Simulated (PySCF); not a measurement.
A calculated (wB97X-V, PySCF 2.14, x2c-QZVPPall, the spin-free X2C one-electron Hamiltonian (Gaussian nucleus)) atom or ion has these occupied shells.

```csv
shell,electrons,orbital energy (eV),"rms radius, mean of both spins (bohr)"
1s α,1,-5415.3,0.0768
1s β,1,-5415.2,0.0768
2s α,1,-640.35,0.334
2s β,1,-639.46,0.334
2p α,3,-538.50,0.304
2p β,3,-537.78,0.304
3s α,1,-101.24,1.01
3s β,1,-98.788,1.01
3p α,3,-73.449,1.08
3p β,3,-70.841,1.08
3d α,2,-32.924,1.34
4s α,1,-23.238,2.86
```

(1) Name the element and its charge.

Results:

(1) V²⁺ (vanadium, charge +2), in [Ar] 3d2 4s1, high-spin 4F determinant (an excited configuration).
